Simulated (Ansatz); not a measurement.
GeH₄O₃ (`[OH][GeH]([OH])[OH]`) at its PBE0-D4/def2-TZVP geometry, where that method's forces vanish. Total charge 0; spin multiplicity 1.

```xyz
8

O     1.4818   -0.6181   -0.5887
Ge    0.1255    0.4276   -0.1639
O    -0.4240    0.1056    1.4894
O    -1.2902    0.0285   -1.1320
H     1.2091   -1.5236   -0.7586
H     0.6079    1.8577   -0.3914
H     0.2938    0.0183    2.1207
H    -2.0038   -0.2960   -0.5755
```

Q: What forces (eV/Å) does ωB97M-V/def2-TZVPP give on these atoms in the Gaussian-basis code of Ansatz? (Best estimate.)

A: Computed: 
```
O1  -0.002 -0.087 -0.018
Ge2  0.077  0.233 -0.040
O3   0.041 -0.014  0.061
O4  -0.078 -0.036  0.017
H5   0.037  0.027  0.005
H6  -0.043 -0.125  0.022
H7  -0.045 -0.005 -0.005
H8   0.013  0.006 -0.042
```
